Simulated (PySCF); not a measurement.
**Adding and removing an electron: TiF**

UHF-CCSD(T); PySCF, no relativity, basis sets Ti def2-TZVPPD, F def2-TZVPPD. Neutral (UHF): quartet (σ ↑, δ ↑↑), Re = 1.790 Å, ωe = 702 cm⁻¹, De = 5.52 eV.

TiF⁺ (UHF): triplet (δ ↑↑), Re = 1.733 Å, ωe = 805 cm⁻¹, De = 5.47 eV to Ti⁺ (3d2 4s1) + F. The energies at the minima are -948.55233 hartree for TiF and -948.30252 for TiF⁺.

Question: Work out the adiabatic ionisation energy, without and with harmonic zero-point energies (1 hartree = 27.2114 eV, 1 eV = 8065.5 cm⁻¹), and the change of the bond length.

Answer: At UHF-CCSD(T): 0.24981 hartree = 6.798 eV between the minima; the zero-point term (805.0 − 702.0)/2 cm⁻¹ = +0.006 eV makes it 6.804 eV. Re changes by -5.7 pm against the neutral. The electron leaves a σ orbital, and the shorter bond of the ion fits an antibonding orbital, or a change in how ionic the bond is.

TiF⁻ (ROHF): triplet (π ↑, δ ↑), Re = 1.897 Å, ωe = 552 cm⁻¹, De = 3.26 eV to Ti (3d2 4s2) + F⁻. The energies at the minima are -948.55233 hartree for TiF and -948.58867 for TiF⁻.

Question: Work out the adiabatic electron affinity, without and with harmonic zero-point energies (1 hartree = 27.2114 eV, 1 eV = 8065.5 cm⁻¹), and the change of the bond length.

Answer: At CCSD(T): 0.03634 hartree = 0.989 eV between the minima; the zero-point term (702.0 − 552.0)/2 cm⁻¹ = +0.009 eV makes it 0.998 eV. Re changes by +10.7 pm against the neutral. More than one orbital changes its filling between the two states.

Correlated steps freeze 6 core orbitals. UHF and ROHF references stand side by side, which adds small steps between rows. For an ion De counts to the pair picked by the measured ionisation energies or electron affinities, which need not be the lowest pair at this level. The state is the lowest single determinant that the PBE0 search found; with open d or f shells the true ground state can be another one.

Neutral and ion stand on different kinds of reference determinant, which adds to the error of the difference.
